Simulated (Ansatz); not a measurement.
A nudged elastic band was laid between two geometries of C3H5BS (10 atoms, charge 0, multiplicity 1).

Level of theory: Ansatz, RKS PBE-D4/def2-SVP.

```json
{
 "movable images": "5",
 "climbing image": "yes",
 "spring": "5.0 eV/Å²",
 "optimiser": "quadratic models (default)",
 "start path": "IDPP",
 "force threshold": "0.05 eV/Å",
 "iteration limit": "60",
 "end points": "relaxed"
}
```

Initial state:

```xyz
10
Properties=species:S:1:pos:R:3
B -0.784 1.606 -0.375
C 0.054 0.375 -0.112
C 0.108 -0.918 0.247
S -0.615 -2.381 0.734
C 1.429 -0.310 -0.056
H -1.993 1.540 -0.239
H -0.274 2.656 -0.718
H -1.909 -1.935 0.738
H 1.944 -0.592 -0.997
H 2.123 -0.091 0.781
```

Final state:

```xyz
10
Properties=species:S:1:pos:R:3
B -0.783 1.606 -0.375
C 0.054 0.376 -0.112
C 0.107 -0.918 0.247
S -0.615 -2.380 0.734
C 1.429 -0.310 -0.056
H -0.272 2.656 -0.719
H -1.994 1.540 -0.238
H -1.909 -1.935 0.739
H 1.944 -0.593 -0.997
H 2.122 -0.092 0.781
```

Problem. Which bonds break or form, and what moves?

Solution. No bond is made or broken. The dihedral H7–B1–C2–C5 goes from 0 to 180°. The two ends are copies of one structure, up to a mirror image or an exchange of like atoms.

Problem. What energy profile does the band end with?

Solution. It converged. The highest image is number 3 of 0 to 6, 6.6 kcal/mol above the ends, which have the same energy within 2 meV. A vibrational analysis at the climbing image gives one clearly imaginary mode, 235i cm⁻¹: a first-order saddle point.

```csv
image,path coordinate (Å),energy (kcal/mol),dihedral H7–B1–C2–C5 (°)
0,0.00,0.0,0
1,0.85,1.0,-22
2,1.69,4.1,-51
3,2.54,6.6,-87
4,3.40,4.1,-123
5,4.24,1.0,-157
6,5.08,0.0,180
```

Problem. What is the geometry of the highest image?

Solution. 
```xyz
10
Properties=species:S:1:pos:R:3:forces:R:3
B -0.660 1.588 -0.583 -0.01 -0.01 0.01
C -0.291 0.255 -0.006 -0.03 0.01 0.01
C 0.037 -0.914 0.502 0.02 0.01 -0.02
S -0.346 -2.292 1.477 0.00 0.00 0.01
C 1.132 -0.387 -0.332 0.01 0.00 0.00
H -1.175 1.660 -1.686 0.01 0.00 0.00
H -0.353 2.616 -0.003 0.01 0.00 0.00
H -1.587 -1.864 1.851 0.00 0.00 0.00
H 1.300 -0.784 -1.355 0.00 0.00 0.00
H 2.027 0.070 0.137 0.00 0.00 0.00
```

Problem. What are the harmonic wavenumbers there?

Solution. 235i, 53, 164, 271, 279, 391, 505, 705, 798, 885, 913, 934, 986, 998, 1044, 1153, 1218, 1441, 1864, 2493, 2576, 2595, 2968, 3053 cm⁻¹.

Run time: 100 s on 2 threads of Arm Neoverse V1 (shared host), peak memory 0.13 GiB.
